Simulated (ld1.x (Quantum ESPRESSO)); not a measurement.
# An odd input for ld1.x (Quantum ESPRESSO) 7.5 (thulium (Tm))

Command:

```bash
ld1.x < Tm.in > Tm.out
```

Input:

```
&input
   title='Tm', zed=69., rel=1, dft='PBESOL', iswitch=3,
   config='[Xe] 4f13 5d0 6s1.5 6p0.5',
   nld=3, rlderiv=2.45, eminld=-6.0, emaxld=5.0, deld=0.02
 /
 &inputp
   pseudotype=3, lpaw=.true., tm=.true., lloc=-1, rcloc=2.00,
   nlcc=.true., new_core_ps=.true.,
   which_augfun='BESSEL', rmatch_augfun=0.25,
   file_pseudopw='Tm.UPF', file_wfcaegen='ae.wfc', file_wfcncgen='nc.wfc', file_beta='beta', file_chi='chi', file_wfcusgen='us.wfc'
 /
6
5S  1  0   2.00   0.00  1.75  2.20  0.0
6S  2  0   1.50   0.00  1.75  2.20  0.0
5P  2  1   6.00   0.00  2.05  2.25  0.0
6P  3  1   0.50   0.00  2.05  2.25  0.0
5D  3  2   0.00   0.00  1.60  2.10  0.0
5D  3  2   0.00   0.80  1.60  2.10  0.0
 &test
   configts(1)='5s2 5p6 5d0 6s1.5 6p0.5'
 /
```

Output (end):

```
     s(2S/2S) =  1.000000  <r> =   0.0849  <r2> =    0.0085  r(max) =   0.0718
     s(2P/2P) =  1.000000  <r> =   0.0754  <r2> =    0.0069  r(max) =   0.0588
     s(3S/3S) =  1.000000  <r> =   0.2210  <r2> =    0.0558  r(max) =   0.2026
     s(3P/3P) =  1.000000  <r> =   0.2204  <r2> =    0.0563  r(max) =   0.2001
     s(4S/4S) =  1.000000  <r> =   0.4979  <r2> =    0.2800  r(max) =   0.4623
     s(4P/4P) =  1.000000  <r> =   0.5286  <r2> =    0.3180  r(max) =   0.4860
     s(3D/3D) =  1.000000  <r> =   0.1999  <r2> =    0.0469  r(max) =   0.1638
     s(5S/5S) =  1.000000  <r> =   1.2300  <r2> =    1.7062  r(max) =   1.0952
     s(5P/5P) =  1.000000  <r> =   1.4718  <r2> =    2.4749  r(max) =   1.2566
     s(4D/4D) =  1.000000  <r> =   0.5718  <r2> =    0.3798  r(max) =   0.4983
     s(4F/4F) =  1.000001  <r> =   0.8093  <r2> =    0.9201  r(max) =   0.4983
     s(5D/5D) =  1.000000  <r> =   3.4702  <r2> =   15.7093  r(max) =   2.0460
     s(6S/6S) =  1.000000  <r> =   3.9096  <r2> =   17.4416  r(max) =   3.2900
     s(6P/6P) =  1.000000  <r> =   5.6564  <r2> =   37.0138  r(max) =   4.6108

     ------------------------ End of All-electron run ------------------------

     --------------------- Generating PAW atomic setup --------------------

      Generating local potential from pseudized AE potential:
      Matching radius rcloc =   2.0000

      Local pseudo, rcloc= 1.995 Estimated cut-off energy=     6.27 Ry

      Computing core charge for nlcc:

       r > 0.98 : true rho core
      Core charge pseudized with two Bessel functions
      Integrated core pseudo-charge :  25.48
      Wfc-us  5S rcutus= 2.205  Estimated cut-off energy=    11.61 Ry
      Wfc-us  6S rcutus= 2.205  Estimated cut-off energy=    23.66 Ry
      Wfc-us  5P rcutus= 2.261  Estimated cut-off energy=    16.55 Ry
      Wfc-us  6P rcutus= 2.261  Estimated cut-off energy=    30.27 Ry
      Wfc-us  5D rcutus= 2.098  Estimated cut-off energy=    25.21 Ry
      Wfc-us  5D rcutus= 2.098  Estimated cut-off energy=    27.52 Ry

     Required augmentation: BESSEL   radius:    0.250000
     Suggested rho cutoff for augmentation:1581.64 Ry

 %%%%%%%%%%%%%%%%%%%%%%%%%%%%%%%%%%%%%%%%%%%%%%%%%%%%%%%%%%%%%%%%%%%%%%%%%%%%%%
     Error in routine new_paw_hamiltonian (1):
     negative rho
 %%%%%%%%%%%%%%%%%%%%%%%%%%%%%%%%%%%%%%%%%%%%%%%%%%%%%%%%%%%%%%%%%%%%%%%%%%%%%%

     stopping ...
```

Q: This input was made by a single change from one that runs to its end. What was changed?

A: The change: augmentation radius set to 0.25 bohr. The program stops during the generation: "new_paw_hamiltonian: negative rho".
